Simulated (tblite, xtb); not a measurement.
H5AsSi, triplet, at the geometry of the source list (a higher spin typed on purpose: for a closed-shell molecule this is an excited state). Base run: GFN1-xTB (xtb 6.7.1).

Geometry (Å):
```xyz
7

Si    -0.8250     0.0834    -0.0874
As     1.4144    -0.1639    -0.6527
H     -1.6453    -0.7410    -0.9886
H     -1.2490     1.4766    -0.2705
H     -1.1773    -0.3041     1.2836
H      1.6377    -1.2317     0.3796
H      1.8445     0.8807     0.3359
```
Charge 0, spin multiplicity 3.
All else is at xtb's defaults.
Base energy -6.73549 Eh.

Programs used: tblite, xtb; a row that names a program was run with it.

The base run was repeated with changes; each row names its change, and settings that it needs were set with it.

```csv
change,ΔE vs base (kJ/mol),dipole (D),G_solv (kcal/mol),SCF cycles
base,0.00,1.54,-,12
"program = tblite; method = gfn1; option = (--etemp, 2000)",-8.19,-,-,-
alpb = ether,-6.47,1.57,-1.55,12
program = tblite; method = gfn1; option = --spin-polarized,-33.2,-,-,-
acc = 0.0001,0.00,1.54,-,18
gbsa = chcl3,-9.60,1.58,-2.30,12
program = tblite; method = gfn1,0.00,-,-,-
"program = tblite; method = gfn1; option = (--guess, eeq)",0.00,-,-,-
acc = 0.1,0.00,1.54,-,14
"program = tblite; method = gfn1; option = (--alpb, water)",-0.65,-,-,-
alpb = dmso,-7.19,1.57,-1.72,12
etemp = 5000,-66.7,1.07,-,12
file = coord,0.00,1.54,-,12
```

ALPB and GBSA are two models with their own fitted parameters for each solvent, which aren't always the measured dielectric constant.
